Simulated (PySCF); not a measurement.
Ga(Me)(Et)(OMe), SMILES [CH3][Ga]([O]C)[CH2]C (GFN2-xTB optimised geometry):

```
17

Ga    -0.873    -0.525     0.000
C     -2.236    -2.057     0.000
H     -2.876    -1.972    -0.879
H     -2.865    -1.982     0.888
H     -1.742    -3.028    -0.009
C      1.205    -0.525     0.000
C      1.786    -1.935    -0.014
H      1.546     0.022     0.886
H      1.545     0.040    -0.875
H      1.462    -2.479    -0.902
H      1.460    -2.497     0.861
H      2.876    -1.904    -0.013
O     -1.666     1.010     0.000
C     -2.075     2.355    -0.001
H     -1.215     3.028    -0.043
H     -2.713     2.546    -0.869
H     -2.646     2.569     0.907
```

Level of theory: PBE0/def2-SVP in PySCF.

Question: What are the frontier orbital energies and the dipole moment?

Answer: HOMO-2 -7.96 eV, HOMO-1 -7.52 eV, HOMO -6.53 eV, LUMO -0.13 eV, LUMO+1 0.58 eV; dipole moment 0.36 D.

On the same geometry PySCF with PBE/def2-SVP gives HOMO-2 -6.50 eV, HOMO-1 -6.02 eV, HOMO -5.18 eV, LUMO -0.91 eV, LUMO+1 -0.28 eV; dipole moment 0.31 D.

Meta-Löwdin charges at PBE0/def2-SVP: Ga1 0.68, C2 -0.51, H3 0.12, H4 0.12, H5 0.11, C6 -0.37, C7 -0.28, H8 0.10, H9 0.10, H10 0.09, H11 0.09, H12 0.10, O13 -0.55, C14 -0.06, H15 0.09, H16 0.10, H17 0.10.
